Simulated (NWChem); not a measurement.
SeCl2, triplet; SMILES of the neutral closed-shell parent Cl[Se]Cl

```xyz
3

Se     0.0000     0.0000     0.2760
Cl    -2.2025     0.0000    -0.2760
Cl     2.2025     0.0000    -0.2760
```
Atoms are numbered in this order, from 1.

In the optimisation the excess spin sits in a' and a" (Cs, its own frame). Structure relaxed at the PBE0/def2-SVP, spin-unrestricted level. This spin state was assumed; another may lie lower. No stability test was run on the SCF state.

Symmetry labels are those of C2v in the frame above (b1 and b2, or b-type labels, depend on it).

Problem. List the 4 lowest vertical excitations from LDA (Slater exchange, VWN5)/def2-SVPD, spin-unrestricted, TDA (NWChem).

Solution. 
```json
[
 {"state": "state 1", "energy (eV)": "1.97", "oscillator strength": "0.000", "symmetry of the excitation": "a1", "<S²>": "2.00"},
 {"state": "state 2", "energy (eV)": "2.25", "oscillator strength": "0.000", "symmetry of the excitation": "b1", "<S²>": "2.00"},
 {"state": "state 3", "energy (eV)": "2.44", "oscillator strength": "0.001", "symmetry of the excitation": "b2", "<S²>": "2.00"},
 {"state": "state 4", "energy (eV)": "2.51", "oscillator strength": "0.006", "symmetry of the excitation": "a2", "<S²>": "2.00"}
]
```
